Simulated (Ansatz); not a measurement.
Molecule: CoI2, charge 0, multiplicity 4. The spin state was set by rule; other spins were not relaxed. 
Coordinates optimised at B3LYP-D3(BJ)/def2-TZVP (Ansatz, a program for electronic structure):
```
Co
I 1 2.4310
I 1 2.4310 2 180.00
```
Charge 0, spin multiplicity 4.

Quantity: atomisation energy (electronic, to ground-state atoms), in eV. Valence correlation only, unless marked. Open shells are spin-unrestricted. No spin-orbit coupling. Frozen are the shells of the preceding noble gas and the d and f shells that filled before the atom's block. In def2 rows, elements after Kr have scalar-relativistic effective core potentials. STO-3G rows are all-electron and non-relativistic. The coupled-cluster limit lacks core correlation, which all-electron functionals hold. CBS(X,Y): correlation extrapolated as X^-3; Hartree-Fock from the larger set. [CCSD(T)-MP2]/basis is that difference in the basis named. The program attaches cautions to a run behind SCS-MP2/STO-3G: large difference.

```csv
level,program,atomisation energy (eV),minus last row
PBE-D4/def2-TZVPD,Ansatz + dftd4,6.41,0.44
revPBE-D3(BJ)/def2-TZVPD,Ansatz + dftd3,6.05,0.08
B3LYP-D4/def2-TZVPD,Ansatz + dftd4,5.85,-0.12
PBE0-D4/def2-TZVPD,Ansatz + dftd4,6.12,0.15
PBE0/def2-TZVPD,Ansatz,6.03,0.06
HSE06-D4/def2-TZVPD,Ansatz + dftd4,6.13,0.16
wB97X-V/def2-TZVPD,Ansatz,6.03,0.06
SCS-MP2/STO-3G,Ansatz,4.89,-1.08
CCSD(T)/def2-TZVPP,Ansatz,5.55,-0.42
"RI-MP2/CBS(def2-TZVPP,def2-QZVPP)+[CCSD(T)-MP2]/def2-TZVPP",Ansatz,5.97,0.00
```
